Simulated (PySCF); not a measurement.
CH₂N, SMILES C#[NH+], charge +1. The structure is a stationary point at PBE0-D3(BJ)/def2-TZVPD. The isomer is the one that the SMILES or the coordinates give; other isomers of the formula were not compared.

**Question.** Give the equilibrium geometry at PBE0-D3(BJ)/def2-TZVPD (PySCF confirms it by a frequency run) as Cartesian coordinates in Å, and its point group. (An estimate is asked for; the answer gives what the named calculation found.)

**Answer.** point group C∞v.
```xyz
4

C      0.0000     0.0000     0.5974
N      0.0000     0.0000    -0.5312
H      0.0000     0.0000     1.6805
H      0.0000     0.0000    -1.5463
```
Charge +1, spin multiplicity 1.
